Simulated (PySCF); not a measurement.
The vertical singlet excitations below were computed for one of the candidates. Method: TDDFT PBE0/def2-SVPD, vertical, gas phase, core orbitals frozen in the response (PySCF). Geometries: GFN2-xTB, one conformer each.

```csv
state,ν̃ (cm⁻¹),f,"main configurations (H = HOMO, L = LUMO)"
S1,39560,0.0038,H→L (95%)
S2,44650,0.0004,"H-1→L (78%), H→L+2 (12%)"
S3,49850,0.0034,"H→L+1 (86%), H-1→L (9%)"
S4,50770,0.0020,"H→L+2 (84%), H-1→L (9%)"
S5,53190,0.012,"H→L+3 (48%), H→L+4 (45%)"
S6,53990,0.025,"H→L+3 (48%), H→L+4 (43%)"
```

Task: Which candidate is it?
A. `CN(C)CC(F)F`
B. `[H]/N=C\CC=S`
C. `S=C1CC[C@@H](Cl)C1`
D. `FC1SCCS1`
E. `NCCC=S`

Result: D. Its S1 lies at 4.90 eV; the nearest of the others has S1 at 6.20 eV. S1 is HOMO→LUMO (95%). Löwdin shares by element: HOMO sulfur 76%, carbon 12% or more; LUMO sulfur 66%, carbon 18% or more (atoms not listed hold the other 15%). At the same level the other candidates give, for their lowest levels:
- `NCCC=S`: 2.39 eV (f 0.000); 3.91 eV (f 0.045); 5.90 eV (f 0.008); 6.06 eV (f 0.275); 6.27 eV (f 0.012); T1 1.87 eV; HOMO -6.50, LUMO -2.34 eV
- `CN(C)CC(F)F`: 6.20 eV (f 0.022); 6.89 eV (f 0.024); 7.08 eV (f 0.013); 7.31 eV (f 0.028); 7.50 eV (f 0.076); T1 6.01 eV; HOMO -6.69, LUMO 0.68 eV
- `[H]/N=C\CC=S`: 2.41 eV (f 0.001); 4.26 eV (f 0.068); 5.21 eV (f 0.004); 5.65 eV (f 0.030); 5.91 eV (f 0.010); T1 1.88 eV; HOMO -6.78, LUMO -2.59 eV
- `S=C1CC[C@@H](Cl)C1`: 2.48 eV (f 0.000); 5.35 eV (f 0.110); 5.57 eV (f 0.002); 5.72 eV (f 0.135); 5.80 eV (f 0.023); T1 2.02 eV; HOMO -6.45, LUMO -2.22 eV
Triplets come from the Tamm–Dancoff approximation.

Without π bonds the low states may be Rydberg-like; a valence basis with one diffuse set may place them up to an eV too high.
